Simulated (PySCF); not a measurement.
C2BFN2O2, SMILES FB(N=C=O)N=C=O. Atoms are numbered in the order given.

```xyz
8

B      0.0000     0.0000    -0.9076
F      0.0000     0.0000    -2.2429
N      0.0000    -1.2440    -0.2200
C      0.0000    -2.1601     0.5697
O      0.0000    -3.0769     1.3104
N      0.0000     1.2440    -0.2200
C      0.0000     2.1601     0.5697
O      0.0000     3.0769     1.3104
```
Charge 0, spin multiplicity 1.

Coordinates come from a PBE-D3(BJ)/def2-SVP optimisation. Other conformers were not sampled.

These are PBE-D3(BJ)/def2-SVP run with PySCF 2.14.0 values and carry that method's errors.

Frequencies are harmonic and unscaled.

| mode | ν (cm⁻¹) | IR (km/mol) | moving atoms (share of kinetic energy) |
|---|---|---|---|
| 1 | 17 | 0.0 | O 70 %, C 11 %, N 10 % |
| 2 | 25 | 0.2 | N 65 %, O 19 %, F 15 % |
| 3 | 90 | 0.5 | N 50 %, O 23 %, F 23 % |
| 4 | 107 | 0.0 | N 78 %, O 19 % |
| 5 | 381 | 7.0 | F 53 %, N 19 %, O 16 %, C 11 % |
| 6 | 411 | 5.8 | N 64 %, C 15 %, F 9 % |
| 7 | 554 | 36.5 | C 56 %, O 18 %, N 13 %, F 11 % |
| 8 | 555 | 11.9 | C 74 %, O 17 %, N 9 % |
| 9 | 587 | 0.0 | C 73 %, O 15 %, N 13 % |
| 10 | 589 | 33.3 | C 73 %, O 15 %, N 10 % |
| 11 | 594 | 2.5 | F 32 %, O 26 %, C 26 %, N 10 % |
| 12 | 612 | 62.7 | B 80 %, N 15 % |
| 13 | 1061 | 440.2 | B 64 %, O 27 % |
| 14 | 1286 | 352.0 | B 59 %, F 24 %, O 10 % |
| 15 | 1572 | 103.4 | N 50 %, O 29 %, B 16 % |
| 16 | 1623 | 348.7 | N 48 %, O 25 %, B 23 % |
| 17 | 2401 | 2060.8 | C 69 %, N 20 %, O 11 % |
| 18 | 2454 | 666.5 | C 68 %, N 21 %, O 11 % |
